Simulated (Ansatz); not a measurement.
Geometry optimisation, RKS LDA/def2-mTZVP in Ansatz.

Input file:

```yaml
crystal:
  periodic: [false, false, false]
  atoms:
    - { symbol: Al, position_ang: [0.0, 0.0, 0.0] }
    - { symbol: H, position_ang: [0.0, 0.0, 1.91] }
    - { symbol: F, position_ang: [1.4635, 0.0, -0.845] }
    - { symbol: F, position_ang: [-1.4635, 0.0, -0.845] }
    - { symbol: Br, position_ang: [0.1133, -2.5693, 0.8545] }
    - { symbol: H, position_ang: [0.0424, -0.9624, 2.0002] }
basis:
  gaussian: { orbitals: def2-mTZVP }
hamiltonian:
  xc: lda
relax:
  f_tol: 0.15
  max_steps: 25
  restrain:
    - { distance: [0, 4], at: 2.41, k: 30.0 }
    - { distance: [5, 1], at: 0.66, k: 30.0 }
    - { distance: [0, 1], at: 2.76, k: 30.0 }
    - { distance: [5, 4], at: 2.75, k: 30.0 }
output:
  orbitals: {}
```

Run as:

```bash
$ ansatz run input.yaml --threads 2 --pin off --max-ram 3072MiB --backend cpu --events-out ev --progress --plain --runs-dir out
```

Where does it end, and by what steps?

It converged. The restraints hold the end off the free minimum. After 7 steps the energy has fallen by 1.597 eV (the restraints' own energy left out); Al1 moved furthest, 0.70 Å. Joined: H2–H6 (0.97 → 0.73 Å).

```csv
step,energy less start (eV),largest force component (eV/Å),accepted
0,0.0000,2.902,yes
1,-0.2574,3.782,yes
2,-0.7645,3.633,yes
3,-1.2702,3.373,yes
4,-1.4482,2.798,yes
5,-1.6264,1.399,yes
6,-1.5726,1.654,yes
7,-1.5971,1.641,yes
```

```xyz
6
Properties=species:S:1:pos:R:3
Al 0.026 -0.609 -0.337
H 0.006 0.135 2.314
F 1.426 0.162 -0.665
F -1.414 0.091 -0.657
Br 0.083 -2.820 0.475
H 0.029 -0.490 1.946
```

The run took 11 s on 2 threads of Arm Neoverse V2 (shared host), peak memory 0.13 GiB.
